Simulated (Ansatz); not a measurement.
Correlation energies of `FC1([SiH3])N[SiH2]1` by basis set

Cartesian coordinates in Å:
```
F -1.289 1.540 0.234
C -0.330 0.534 0.087
Si -1.081 -1.147 0.466
N 0.950 0.897 0.615
Si 1.105 0.777 -1.076
H -1.357 -1.276 1.923
H -0.082 -2.177 0.072
H -2.337 -1.344 -0.299
H 1.322 0.555 1.485
H 1.327 2.035 -1.816
H 1.772 -0.394 -1.691
```

The species carries charge 0 and has multiplicity 1. All single points use the PBE0-D4/def2-TZVP geometry. Frozen core, restricted reference, the Gaussian-basis code of Ansatz. CBS rows extrapolate triple and quadruple zeta; past MP2 they add the triple-zeta difference.

```json
{"basis": "def2-TZVPP", "HF (Eh)": "-773.16257", "MP2 corr.": "-0.86688", "CCSD corr.": "-0.91030", "(T)": "-0.03576", "CCSD(T) total": "-774.10863"}
{"basis": "def2-QZVPP", "HF (Eh)": "-773.18971", "MP2 corr.": "-0.93517", "CCSD corr.": "–", "(T)": "–", "CCSD(T) total": "–"}
{"basis": "CBS(def2)", "HF (Eh)": "-773.19344", "MP2 corr.": "-0.98575", "CCSD corr.": "-1.02918", "(T)": "as TZ", "CCSD(T) total": "-774.25838"}
```
